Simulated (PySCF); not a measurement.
SMILES [SiH3][Al]([OH])[SiH3] (H7AlOSi2), singlet (PBE0/def2-SVP optimised geometry):

```
11

Al    -0.307    -0.102     1.946
O      0.175     0.578     3.439
H     -0.046     0.276     4.322
Si    -1.750    -2.100     1.914
H     -2.075    -2.532     0.516
H     -3.049    -1.850     2.623
H     -1.094    -3.260     2.604
Si     0.576     1.102     0.000
H      0.124     0.486    -1.290
H      2.075     1.102     0.000
H      0.127     2.532     0.000
```

Method: PySCF with PBE0/def2-TZVP.

Problem. What are the frontier orbital energies and the dipole moment?

Solution. HOMO-2 -9.33 eV, HOMO-1 -8.93 eV, HOMO -7.11 eV, LUMO -1.86 eV, LUMO+1 -0.51 eV; dipole moment 1.24 D.

On the same geometry PySCF with PBE/def2-TZVP gives HOMO-2 -7.73 eV, HOMO-1 -7.59 eV, HOMO -6.08 eV, LUMO -2.59 eV, LUMO+1 -1.29 eV; dipole moment 1.21 D.

Meta-Löwdin charges at PBE0/def2-TZVP: Al1 0.65, O2 -0.76, H3 0.35, Si4 0.06, H5 -0.06, H6 -0.06, H7 -0.06, Si8 0.08, H9 -0.07, H10 -0.06, H11 -0.06.
